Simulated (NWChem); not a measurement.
Species: CH₂GaNO; SMILES [N]([GaH2])=C=O

```xyz
6

Ga     0.0000     0.0000    -1.1708
H      0.0000     1.4074    -1.8378
H      0.0000    -1.4074    -1.8378
N      0.0000     0.0000     0.6580
C      0.0000     0.0000     1.8571
O      0.0000     0.0000     3.0279
```
Atoms are numbered in this order, from 1.

Program: NWChem. Geometry: optimised at PBE0/def2-SVP. Ions are spin-unrestricted doublets at the neutral geometry; other ion states weren't tried.

Predict the results for PBE/def2-SVP. Quantities: vertical ionisation energy, ΔSCF (eV); −ε(HOMO) (eV).


```json
{
  "vertical ionisation energy, ΔSCF (eV)": "9.88",
  "−ε(HOMO) (eV)": "6.66"
}
```
